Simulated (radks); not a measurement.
Values are calculated unless marked as measured or tabulated.
Task: The vanadium ion V3+, 20 electrons, occupied as [Ar] 3d2. Level of theory: Dirac Kohn-Sham, PBE, spin-unpolarised, spherical densities, point nucleus; open shells fill j = l - 1/2 first (a radial shooting solver on a logarithmic mesh with Libxc functionals). Some entries of the table are withheld. Estimate them.

| orbital | occ. | eigenvalue (eV) | <r^2> (bohr^2) |
|---|---|---|---|
| 1s1/2 | 2 | -5398.272 | 0.005936 |
| 2s1/2 | 2 | (1) | 0.1122 |
| 2p1/2 | 2 | (2) | 0.09139 |
| 2p3/2 | 4 | (3) | 0.09312 |
| 3s1/2 | 2 | (4) | (5) |
| 3p1/2 | 2 | -77.8419 | 1.145 |
| 3p3/2 | 4 | -76.9763 | 1.162 |
| 3d3/2 | 2 | (6) | 1.727 |
| 3d5/2 | 0 | (7) | 1.734 |

Result: 
(1) 2s1/2 eigenvalue (eV): -637.4232
(2) 2p1/2 eigenvalue (eV): -542.6533
(3) 2p3/2 eigenvalue (eV): -535.5556
(4) 3s1/2 eigenvalue (eV): -103.7588
(5) 3s1/2 <r^2> (bohr^2): 1.010
(6) 3d3/2 eigenvalue (eV): -36.9889
(7) 3d5/2 eigenvalue (eV): -36.9045
